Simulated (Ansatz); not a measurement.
Spectroscopic constants of GeTe, closed-shell singlet (the spin of the measured ground state). No spin–orbit coupling. Ge is treated without relativity.

| level | bond energy D_e (kcal/mol) |
|---|---|
| SVWN5/def2-TZVPP | 128.56 |
| r2SCAN/def2-TZVPP | 103.56 |
| B3LYP/def2-TZVPP | 101.29 |
| PBE0/def2-TZVPP | 101.08 |
| BHLYP/def2-TZVPP | 91.87 |
| CAM-B3LYP/def2-TZVPP | 96.14 |
| wB97X-V/def2-TZVPP | 100.39 |
| wB97M-V/def2-TZVPP | 96.46 |
| B2PLYP/def2-TZVPP | 103.35 |
| CCSD/def2-TZVPP | 92.04 |
| CCSD/def2-QZVPP | 95.49 |
| CCSD(T)/def2-TZVPP | 100.19 |
| CCSD(T)/def2-QZVPP | 104.45 |
| CCSD(T)/CBS(def2-TZVPP, def2-QZVPP) | 107.77 |

The rows run from 91.87 (BHLYP/def2-TZVPP) to 128.56 kcal/mol (SVWN5/def2-TZVPP). From def2-TZVPP to def2-QZVPP CCSD(T) changes by 4.25. The 9 functionals in def2-TZVPP without D3 or D4 span 36.69, from BHLYP to SVWN5.

D_e counts from the fitted minimum to each atom's lowest state at the same level, without counterpoise. The singlet is restricted.

Correlated levels freeze the inner cores; with def2 sets outer-core shells near the valence are correlated too. CBS: X⁻³ extrapolation of the correlation energy, Hartree–Fock from the larger set.

Doubts at one or more of the structures used: a restricted determinant that unrestricted orbitals would lower (CCSD/def2-TZVPP, CCSD/def2-QZVPP, CCSD(T)/def2-TZVPP, CCSD(T)/def2-QZVPP, CCSD(T)/CBS(def2-TZVPP, def2-QZVPP)).

Programs: Ansatz (a first-principles code) with Gaussian orbitals.  In def2 rows elements past Kr take small-core potentials, without spin–orbit coupling.
